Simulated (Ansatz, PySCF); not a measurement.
Input for Ansatz (a first-principles code):
Ansatz 0.2 input:
```yaml
crystal:
  periodic: [false, false, false]
  atoms:
    - {symbol: B, position_ang: [0.69541291, -0.01491515, 0.14279803]}
    - {symbol: N, position_ang: [-0.54762335, -0.00554107, -0.02815933]}
    - {symbol: H, position_ang: [1.84396603, 0.06106689, -0.11197348]}
    - {symbol: H, position_ang: [-1.48766710, 0.05229634, -0.40490136]}
basis:
  gaussian:
    orbitals: STO-3G
total_charge: 1
magnetization: {spin_polarized: true, initial_magnetization: 1}
correlation: {method: ccsd_t, electrons: outside_noble_gas}
accuracy: high
```

Problem. Write the same job for PySCF.

Solution. This is not unique; one that fits is 
```python
from pyscf import gto, scf, cc

mol = gto.Mole()
mol.atom = '''
    B     0.69541291   -0.01491515    0.14279803
    N    -0.54762335   -0.00554107   -0.02815933
    H     1.84396603    0.06106689   -0.11197348
    H    -1.48766710    0.05229634   -0.40490136
'''
mol.basis = 'sto-3g'
mol.charge = 1
mol.spin = 1
mol.verbose = 4
mol.build()

mf = scf.UHF(mol)
mf.kernel()

mycc = cc.CCSD(mf, frozen=2)
mycc.kernel()
et = mycc.ccsd_t()
print('E(CCSD(T)) = %.10f' % (mycc.e_tot + et))
```

Both were run: Ansatz gave -79.050529 Eh and PySCF -79.050529 Eh, 0.000 mEh apart.
